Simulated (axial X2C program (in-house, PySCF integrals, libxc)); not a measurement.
**Worked dissociation energy of TiO: PBE0, scalar-relativistic**

Computed with an in-house all-electron X2C program for linear molecules (integrals from PySCF). Spin-free means the one-electron spin-free X2C Hamiltonian. Basis: Ti dyall-cv3z [10s10p6d4f2g], O dyall-av3z [7s6p3d2f] (cores contracted in-house); Gaussian nuclei, density fitting, unrestricted open shells. Masses: Ti 47.948 u, O 15.995 u.

Molecular state: M_S = 1, Λ = 2 (beyond evenly filled blocks: σα, δ+α).

```
E(Ti) (2M_S = 2, M_L = 0) : -853.525551 hartree
E(O) (2M_S = 2, M_L = 0)  : -75.075790 hartree
E(TiO) at Re              : -928.858273 hartree
ωe                        : 1067.1 cm⁻¹
ωexe                      : 4.14 cm⁻¹
```

Q: Work out De and D0.

A: De = -853.525551 + (-75.075790) − (-928.858273) = 0.25693 hartree = 6.991 eV. The zero-point energy is ωe/2 − ωexe/4 = 533 cm⁻¹ = 0.066 eV, so D0 = 6.925 eV.

Occupations by symmetry block were frozen at the best pattern of an incomplete PBE0 search. De is counted from the lowest determinant-based energies of the atoms at the same level, without counterpoise correction. PBE0 can misorder states that lie within some tenths of an eV, so this need not be the ground state of the molecule. The nearest other spin-free determinant of the search, M_S = 0, Λ = 2, lies 0.34 eV up at the distance of the search. Without a current term, density functionals place determinants with orbital angular momentum somewhat too high. The determinant is spin-polarised beyond a pure state at some levels (its spin-free form has ⟨S²⟩ too high), which makes Re and μ there less reliable.

Each atomic determinant is the lowest at this level and need not be a pure term. Totals compare only within one Hamiltonian and basis.
